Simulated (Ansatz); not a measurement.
This geometry of AsH2S (4 atoms, charge -1, multiplicity 1) is a first-order saddle point.

These are results of Ansatz, RKS B3LYP-D4/def2-SVP, not measurements.

```xyz
4
Properties=species:S:1:pos:R:3
S -1.579 0.303 0.397
As 0.474 -0.824 -0.131
H -0.362 0.381 -0.852
H 1.467 0.139 0.586
```

(1) Which two structures does it join? (They come from a converged band through this point; their orientation in space is the band's.)

(2) How far does it lie above each of them?

## Answers

(1) Bonds broken: As2–H3. Bonds formed: S1–H3.

Image 0:

```xyz
4
Properties=species:S:1:pos:R:3
S -1.670 0.042 0.950
As 0.109 -0.603 -0.129
H 0.248 0.386 -1.352
H 1.314 0.175 0.531
```

Image 8:

```xyz
4
Properties=species:S:1:pos:R:3
S -1.184 0.342 -0.009
As 0.594 -1.102 0.384
H -0.973 0.766 -1.294
H 1.564 -0.006 0.919
```

(2) 1.29 eV above the first and 0.97 eV above the second. This is the barrier of this one path; another mechanism may lie lower. The orbitals stay closed-shell, which can raise the energy where a bond breaks towards radicals; this wasn't checked here. Limits of this set-up: an anion without diffuse functions, the dipole of an ion depends on the origin.

Time of the run: 80 s on 1 thread of Arm Neoverse V1, on a shared host, peak memory 0.12 GiB.
